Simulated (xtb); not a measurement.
Input for xtb: GFN2-xTB on GeO, a point of a bond scan (R = 2.204 Å).

```
$ xtb mol.xyz --gfn 2 --sp --chrg 0 --uhf 0
2

Ge    -0.00000000    -0.00000000    -0.32648771
O      0.00000000     0.00000000     1.87730432
```

Program output:

```
[...]
           -------------------------------------------------
          |                Calculation Setup                |
           -------------------------------------------------



           -------------------------------------------------
          |                 G F N 2 - x T B                 |
           -------------------------------------------------

        Reference                      10.1021/acs.jctc.8b01176
      * Hamiltonian:
        H0-scaling (s, p, d)           1.850000    2.230000    2.230000
        zeta-weighting                 0.500000
      * Dispersion:
        s8                             2.700000
        a1                             0.520000
        a2                             5.000000
        s9                             5.000000
      * Repulsion:
        kExp                           1.500000    1.000000
        rExp                           1.000000
      * Coulomb:
        alpha                          2.000000
        third order                    shell-resolved
        anisotropic                    true
        a3                             3.000000
        a5                             4.000000
        cn-shift                       1.200000
        cn-exp                         4.000000
        max-rad                        5.000000


          ...................................................
          :                      SETUP                      :
          :.................................................:
          :  # basis functions                  14          :
          :  # atomic orbitals                  13          :
          :  # shells                            5          :
          :  # electrons                        10          :
          :  max. iterations                   250          :
          :  Hamiltonian                  GFN2-xTB          :
          :  restarted?                      false          :
          :  GBSA solvation                  false          :
          :  PC potential                    false          :
          :  electronic temp.          300.0000000     K    :
          :  accuracy                    1.0000000          :
          :  -> integral cutoff          0.2500000E+02      :
          :  -> integral neglect         0.1000000E-07      :
          :  -> SCF convergence          0.1000000E-05 Eh   :
          :  -> wf. convergence          0.1000000E-03 e    :
          :  Broyden damping             0.4000000          :
          :  net charge                          0          :
          :  unpaired electrons                  0          :
          ...................................................

 iter      E             dE          RMSdq      gap      omega  full diag
   1     -5.6427603 -0.564276E+01  0.492E+01    1.32       0.0  T
   2     -5.4535840  0.189176E+00  0.185E+01    6.46       1.0  T
   3     -2.8484498  0.260513E+01  0.315E+01    1.36       1.0  T
   4     -5.5092551 -0.266081E+01  0.154E+01    5.96       1.0  T
   5     -5.7136585 -0.204403E+00  0.146E+01    3.95       1.0  T
   6     -5.7370462 -0.233878E-01  0.142E+01    3.75       1.0  T
   7     -5.9127592 -0.175713E+00  0.323E+00    2.11       1.0  T
   8     -5.8649828  0.477764E-01  0.687E+00    2.63       1.0  T
   9     -5.9083181 -0.433352E-01  0.399E+00    2.18       1.0  T
  10     -5.9190444 -0.107263E-01  0.135E+00    1.99       1.0  T
  11     -5.9213051 -0.226073E-02  0.524E-01    1.84       1.0  T
  12     -5.9214177 -0.112651E-03  0.577E-01    1.87       1.0  T
  13     -5.9214176  0.146414E-06  0.120E-01    1.86       1.0  T
  14     -5.9213919  0.256981E-04  0.111E-01    1.85       1.0  T
  15     -5.9214169 -0.250300E-04  0.287E-02    1.87       2.5  T
  16     -5.9214180 -0.104856E-05  0.203E-02    1.86       3.5  T
  17     -5.9214179  0.364590E-07  0.517E-03    1.86      13.7  T
  18     -5.9214180 -0.454632E-07  0.141E-03    1.86      50.0  T
  19     -5.9214180  0.211323E-08  0.125E-03    1.86      56.4  T
  20     -5.9214180 -0.362554E-08  0.834E-05    1.86     847.4  T
  21     -5.9214180 -0.157945E-10  0.823E-07    1.86   85893.7  T

   *** convergence criteria satisfied after 21 iterations ***

         #    Occupation            Energy/Eh            Energy/eV
      -------------------------------------------------------------
         1        2.0000           -0.6962906             -18.9470
         2        2.0000           -0.5733332             -15.6012
         3        2.0000           -0.4052417             -11.0272
         4        2.0000           -0.3826363             -10.4121
         5        2.0000           -0.3826363             -10.4121 (HOMO)
         6                         -0.3141093              -8.5473 (LUMO)
         7                         -0.3141093              -8.5473
         8                         -0.2330048              -6.3404
         9                         -0.1061275              -2.8879
        10                         -0.1061275              -2.8879
       ...                                ...                  ...
        13                          0.1495011               4.0681
      -------------------------------------------------------------
                  HL-Gap            0.0685270 Eh            1.8647 eV
             Fermi-level           -0.3483728 Eh           -9.4797 eV

 SCC (total)                   0 d,  0 h,  0 min,  0.002 sec
 SCC setup                      ...        0 min,  0.000 sec (  5.566%)
 Dispersion                     ...        0 min,  0.000 sec (  2.066%)
 classical contributions        ...        0 min,  0.000 sec (  0.837%)
 integral evaluation            ...        0 min,  0.000 sec ( 10.949%)
 iterations                     ...        0 min,  0.001 sec ( 65.527%)
 molecular gradient             ...        0 min,  0.000 sec ( 10.303%)
 printout                       ...        0 min,  0.000 sec (  4.291%)

         :::::::::::::::::::::::::::::::::::::::::::::::::::::
         ::                     SUMMARY                     ::
         :::::::::::::::::::::::::::::::::::::::::::::::::::::
         :: total energy              -5.921360216203 Eh    ::
         :: gradient norm              0.199137674673 Eh/a0 ::
         :: HOMO-LUMO gap              1.864714500741 eV    ::
         ::.................................................::
         :: SCC energy                -5.921417979099 Eh    ::
         :: -> isotropic ES            0.020346478811 Eh    ::
         :: -> anisotropic ES          0.018655244050 Eh    ::
         :: -> anisotropic XC         -0.000578410477 Eh    ::
         :: -> dispersion             -0.000560833013 Eh    ::
         :: repulsion energy           0.000057762896 Eh    ::
         :: add. restraining           0.000000000000 Eh    ::
         :: total charge               0.000000000000 e     ::
         :::::::::::::::::::::::::::::::::::::::::::::::::::::

           -------------------------------------------------
          |                Property Printout                |
           -------------------------------------------------

    * Orbital Energies and Occupations

         #    Occupation            Energy/Eh            Energy/eV
      -------------------------------------------------------------
         1        2.0000           -0.6962906             -18.9470
         2        2.0000           -0.5733332             -15.6012
         3        2.0000           -0.4052417             -11.0272
         4        2.0000           -0.3826363             -10.4121
         5        2.0000           -0.3826363             -10.4121 (HOMO)
         6                         -0.3141093              -8.5473 (LUMO)
         7                         -0.3141093              -8.5473
Note: The following floating-point exceptions are signalling: IEEE_DENORMAL
normal termination of xtb
         8                         -0.2330048              -6.3404
         9                         -0.1061275              -2.8879
        10                         -0.1061275              -2.8879
        11                         -0.0448861              -1.2214
        12                         -0.0448861              -1.2214
        13                          0.1495011               4.0681
      -------------------------------------------------------------
                  HL-Gap            0.0685270 Eh            1.8647 eV
             Fermi-level           -0.3483728 Eh           -9.4797 eV

     #   Z          covCN         q      C6AA      α(0)
     1  32 Ge       0.519     0.478   299.041    37.202
     2   8 O        0.519    -0.478    23.492     6.479

 Mol. C6AA /au·bohr⁶  :        474.259684
 Mol. C8AA /au·bohr⁸  :      34557.851969
 Mol. α(0) /au        :         43.681209


Wiberg/Mayer (AO) data.
largest (>0.10) Wiberg bond orders for each atom

 ---------------------------------------------------------------------------
     #   Z sym  total        # sym  WBO       # sym  WBO       # sym  WBO
 ---------------------------------------------------------------------------
     1  32 Ge   2.288 --     2 O    2.288
     2   8 O    2.288 --     1 Ge   2.288
 ---------------------------------------------------------------------------

Topologies differ in total number of bonds
Writing topology from bond orders to xtbtopo.mol

molecular dipole:
                 x           y           z       tot (Debye)
 q only:        0.000       0.000      -1.992
   full:       -0.000      -0.000      -3.149       8.005
molecular quadrupole (traceless):
                xx          xy          yy          xz          yz          zz
 q only:        2.919       0.000       2.919       0.000       0.000      -5.839
  q+dip:        1.740       0.000       1.740      -0.000      -0.000      -3.481
   full:        4.569      -0.000       4.569      -0.000      -0.000      -9.138


           -------------------------------------------------
          | TOTAL ENERGY               -5.921360216203 Eh   |
          | GRADIENT NORM               0.199137674673 Eh/α |
          | HOMO-LUMO GAP               1.864714500741 eV   |
           -------------------------------------------------

------------------------------------------------------------------------
------------------------------------------------------------------------
 total:
 SCF:
```

The run finished.

Cost: about 0.03 core-seconds (a rough figure).
